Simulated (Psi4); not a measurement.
Calculation: SAPT0/jun-cc-pVDZ, frozen core in Psi4 1.11.

Psi4 input:

```
molecule {
0 1
O -1.23875269 0.24355403 0.00000000
S 0.00012445 -0.48772007 -0.00000000
O 1.23862825 0.24416604 -0.00000000
--
0 1
O 0.03081262 -0.72407705 2.47844718
C 0.11065306 0.13653224 3.24541675
S 0.21867957 1.29992776 4.28235040
units angstrom
symmetry c1
no_reorient
no_com
}
set basis jun-cc-pvdz
set scf_type df
set freeze_core true
energy('sapt0')
```

Part of the output:

```
    SAPT Results
  --------------------------------------------------------------------------------------------------------
    Electrostatics                -14.95891190 [mEh]      -9.38685894 [kcal/mol]     -39.27461779 [kJ/mol]
      Elst10,r                    -14.95891190 [mEh]      -9.38685894 [kcal/mol]     -39.27461779 [kJ/mol]

    Exchange                       29.71168070 [mEh]      18.64436112 [kcal/mol]      78.00800693 [kJ/mol]
      Exch10                       29.71168070 [mEh]      18.64436112 [kcal/mol]      78.00800693 [kJ/mol]
      Exch10(S^2)                  29.24053416 [mEh]      18.34871221 [kcal/mol]      76.77101187 [kJ/mol]

    Induction                      -6.93628270 [mEh]      -4.35258311 [kcal/mol]     -18.21120773 [kJ/mol]
      Ind20,r                     -18.37268482 [mEh]     -11.52903379 [kcal/mol]     -48.23747736 [kJ/mol]
      Exch-Ind20,r                 14.70310520 [mEh]       9.22633781 [kcal/mol]      38.60299738 [kJ/mol]
      delta HF,r (2)               -3.26670308 [mEh]      -2.04988713 [kcal/mol]      -8.57672775 [kJ/mol]

    Dispersion                     -6.62412057 [mEh]      -4.15669841 [kcal/mol]     -17.39162615 [kJ/mol]
      Disp20                       -8.09622092 [mEh]      -5.08045533 [kcal/mol]     -21.25662510 [kJ/mol]
      Exch-Disp20                   1.47210035 [mEh]       0.92375692 [kcal/mol]       3.86499895 [kJ/mol]
      Disp20 (SS)                  -4.04811046 [mEh]      -2.54022766 [kcal/mol]     -10.62831255 [kJ/mol]
      Disp20 (OS)                  -4.04811046 [mEh]      -2.54022766 [kcal/mol]     -10.62831255 [kJ/mol]
      Exch-Disp20 (SS)              0.72074304 [mEh]       0.45227308 [kcal/mol]       1.89231058 [kJ/mol]
      Exch-Disp20 (OS)              0.75135732 [mEh]       0.47148384 [kcal/mol]       1.97268837 [kJ/mol]

  Total HF                          7.81648609 [mEh]       4.90491908 [kcal/mol]      20.52218141 [kJ/mol]
  Total SAPT0                       1.19236553 [mEh]       0.74822066 [kcal/mol]       3.13055526 [kJ/mol]
```
